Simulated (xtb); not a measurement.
Zn(k2OAc)2 (C4H6O4Zn), SMILES CC1[O][Zn]2([O]C(C)=[O]->2)<-[O]=1. All values are semi-empirical tight-binding results from xtb (GFN2-xTB unless named), good for trends rather than for accurate numbers. Coordinates come from a GFN2-xTB optimisation. The isomer is the one that the SMILES or the coordinates give; other isomers of the formula were not compared. Other conformers were not sampled.

For metal compounds this method's bond lengths and energies can be far off.

The point group as xtb finds it is C2. The orbital gap is 5.37 eV. The zero-point energy is 62.1 kcal/mol and the G − E(el) at 298.15 K (modified RRHO) is 38.3 kcal/mol.
